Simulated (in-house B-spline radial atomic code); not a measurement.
Settings and results of a run for Pm IV (Pm3+) (an excited or competing configuration). Level of theory: scalar-relativistic (X2C) B3LYP, spin-polarised, spherical fractional occupations, exact exchange averaged over the configuration, Fermi nucleus of rms radius 4.962 fm; calculated with a B-spline radial code for spherical atoms.

Command:
```bash
python run_scf.py task.json out
```
Settings (nuclear radius in fm, mass in u):
```
Z                61
configuration    [Kr] 4d9 4f4 5s2 5p6 5d1
hamiltonian      x2c
method           b3lyp
spin_polarised   True
nucleus          fermi
rms_radius       4.962
atomic_mass      144.91276
speed_of_light   137.035999084
exact_exchange   averaged over the configuration
```

Output (hartree, bohr):
```
 radial grid: 73 intervals, B-splines of order 8, outer radius 39.1892 bohr

 iter        energy (Eh)    residual
    1       -9988.254929    6.61e-01
    2       -9999.302289    7.35e-01
    3      -10013.105622    1.71e-01
    4      -10013.790880    4.49e-02
    5      -10013.833847    1.53e-02
    6      -10013.839583    6.16e-03
    7      -10013.840479    2.85e-04
    8      -10013.840480    1.05e-04
    9      -10013.840481    2.75e-06
   10      -10013.840481    3.11e-07

 total energy                    -10013.84048
 kinetic                           10832.2426
 electron-nucleus                 -24423.8720
 Hartree                            3807.9567
 exact exchange                      -44.9616
 exchange-correlation               -185.2061

 orbital      occ     eigenvalue          <r>       <r^2>       <1/r>       r_max
 1s up      1.000     -1655.7742    0.0224917 0.000698151     71.8889     0.01397
 1s down    1.000     -1655.7738    0.0224917 0.000698149      71.889     0.01397
 2s up      1.000      -271.4894    0.0983095   0.0114705     16.5355     0.08367
 2s down    1.000      -271.4631    0.0983052   0.0114695     16.5364     0.08366
 2p up      3.000      -242.9568     0.086713  0.00919445     14.7842     0.06719
 2p down    3.000      -242.9343    0.0867075  0.00919324      14.785     0.06719
 3s up      1.000       -60.8743     0.260059    0.077416     5.91955      0.2387
 3s down    1.000       -60.8025     0.259862     0.07729     5.92434      0.2386
 3p up      3.000       -51.8427     0.258229   0.0773923      5.4246      0.2337
 3p down    3.000       -51.7674     0.257978   0.0772288     5.42951      0.2336
 3d up      5.000       -39.2852     0.236171   0.0656532     5.10432      0.1917
 3d down    5.000       -39.2074     0.235941   0.0655059     5.10791      0.1916
 4s up      1.000       -13.5747     0.590137    0.392911     2.45219      0.5513
 4s down    1.000       -13.3509     0.590205    0.393049      2.4513       0.551
 4p up      3.000       -10.5651     0.622816    0.440846     2.22679      0.5743
 4p down    3.000       -10.3322     0.623273    0.441584      2.2243       0.574
 4d up      5.000        -6.2490     0.677942    0.531975     1.95283      0.5992
 4d down    4.000        -6.0214     0.679729    0.535202      1.9482      0.5992
 4f up      4.000        -1.6211     0.856298     0.91412     1.47672      0.6113
 5s up      1.000        -2.8297      1.37493     2.11886    0.976748       1.253
 5s down    1.000        -2.7354      1.38813     2.15972    0.964542       1.262
 5p up      3.000        -2.0187      1.56296     2.75262    0.840545       1.396
 5p down    3.000        -1.9375      1.58285     2.82413    0.827717       1.409
 5d up      1.000        -1.0243      2.12642     5.16721    0.604013       1.805
```

Run time, properties included: 0.24 s on 1 thread of Intel(R) Xeon(R) 6975P-C (shared host).

One-electron X2C: radii and densities carry no picture-change correction, so inner-shell <1/r> comes out high (for 1s by about 2 % at Z = 33, 5 % at 54, 10 % at 75, 30 % at 118) and <r> low.
